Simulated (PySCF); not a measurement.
# In²⁺ (indium, charge +2): UHF calculation

Configuration: [Kr] 4d9 5s2, 2D determinant (an excited configuration). Computed with PySCF 2.14 in aug-cc-pVTZ-PP with one added diffuse shell each of d, f type with ECP28MDF (6s5p5d3f, 67 functions), with scalar relativity through the core potential.

- Total energy: -187.834008 hartree
- One-electron energy: -317.2543 hartree
- Hartree (Coulomb) energy: 144.4489 hartree
- Exchange energy: -15.0286 hartree
- ⟨S²⟩: 0.7504
- ⟨L²⟩: 6.004
- Sum of ⟨r⟩: 22.24 bohr
- Sum of ⟨r²⟩: 33.13 bohr²
- Traceless quadrupole moment −½Σ⟨3z² − r²⟩ along its main axis: -0.294 e·bohr²

```tsv
shell	electrons	mean orbital energy (eV)	spread (eV)	rms radius, mean of both spins (bohr)
4s α	1	-171.86	0	0.907
4s β	1	-169.26	0	0.907
4p α	3	-123.91	2.209	0.987
4p β	3	-120.77	1.471	0.987
4d α	5	-51.544	2.456	1.22
4d β	4	-50.112	1.806	1.22
5s α	1	-28.292	0	2.48
5s β	1	-27.923	0	2.48
```

Energies and moments cover only the electrons outside the core potential.
